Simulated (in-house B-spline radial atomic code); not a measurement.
# PBE excitations of Au II (Au+)

Method: PBE. Computed with a B-spline radial code for spherical atoms: linear response of the closed shell [Xe] 4f14 5d10 with the functional's adiabatic kernel; scalar-relativistic (spin-free one-electron X2C), finite nucleus, no spin-orbit coupling, no double excitations, S, P, D and F terms only; shells from n = 3 respond. Only terms of natural parity with L up to 3 were computed.

Spin-orbit coupling is strong here, so these LS terms don't match observed levels.

Command:
```bash
python run_td.py task.json out
```
Settings (radii: box in bohr, nucleus in fm):
```
Z                        79
electrons                78
configuration            [Xe] 4f14 5d10
hamiltonian              x2c
method                   pbe,pbe
box_radius               4.5
wall_radius              4.5
rms_radius               5.4371
intervals                65
```

Cost of the run: 6.7 s on 1 thread of Arm Neoverse N1, on a shared host.

Confined states, up to the first strongly mixed one, which can leave gaps near the end. Labels give the largest channel, * marks a mixed state, and oscillator strengths are full-response dipole values. Semilocal kernels can invert the small singlet-triplet splittings of Rydberg terms. Energies in eV:

```csv
state,full response,Tamm-Dancoff,oscillator strength
5d → 6s 3D,2.357,2.445,-
5d → 6s 1D,3.476,3.561,-
5d → 6p 3P,11.282,11.346,-
5d → 6p 3F,11.485,11.526,-
5d → 6p 1F,12.056,12.060,-
5d → 6p 1P,13.341,13.539,0.97
5d → 6d 3S,25.458,25.511,-
5d → 6d 3D,26.354,26.369,-
5d → 6d 1D,?,?,-
5d → 5f 3P,27.528,27.577,-
5d → 5f 3F,28.009,28.034,-
5d → 5f 1F,?,?,-
5d → 5f 1P,32.25,32.92,6.87
5d → 7s 3D,34.12,34.13,-
5d → 7s 1D,34.58,34.60,-
5d → 6d 1S,33.30,34.62,-
5d → 5g 3D,43.23,43.25,-
5d → 5g 1D,44.36,44.41,-
5d → 7p 3P,44.93,44.96,-
5d → 7p 3F,45.07,45.09,-
5d → 7p 1F,45.51,45.51,-
5d → 7p 1P,46.29,46.40,0.246
```

(1) Where does 5d → 5f 1F lie?

(2) Where does 5d → 6d 1D lie?

(3) How large is the singlet-triplet splitting of 5d → 6s (D terms) in Tamm-Dancoff?

(4) What polarisabilities and dispersion coefficient does the method give?

Results:

(1) At 28.729 eV in full response, 28.742 eV in Tamm-Dancoff.

(2) At 27.072 eV in full response, 27.105 eV in Tamm-Dancoff.

(3) 1.12 eV, from the unrounded values.

(4) Dipole 10.41 bohr³, quadrupole 76.63 bohr⁵, C6 77.87 hartree·bohr⁶ for two such species.
